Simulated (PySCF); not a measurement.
B3LYP has the VWN-RPA correlation part, as in Gaussian. 

Cartesian coordinates (Å):
```xyz
11

C      2.3914     0.9783    -0.6526
C      1.4924     0.2163    -0.4287
C      0.3858    -0.6903    -0.1373
C     -0.7300    -0.0192     0.6227
C     -1.9927     0.0079     0.2237
H      3.1897     1.6482    -0.8574
H      0.7712    -1.5318     0.4501
H     -0.0012    -1.1108    -1.0692
H     -0.4411     0.4613     1.5519
H     -2.3053    -0.4541    -0.7059
H     -2.7602     0.4942     0.8116
```
Charge 0, multiplicity 1.

Estimate the total energy, HOMO, dipole moment, LUMO and HOMO–LUMO gap that PySCF with B3LYP-D3(BJ)/def2-TZVP returns for this input.


The total energy comes out as -5282.74 eV, the HOMO is -7.39 eV and the dipole moment comes out as 0.123 e·Å. The LUMO comes out as -0.18 eV and the HOMO–LUMO gap is 7.20 eV.
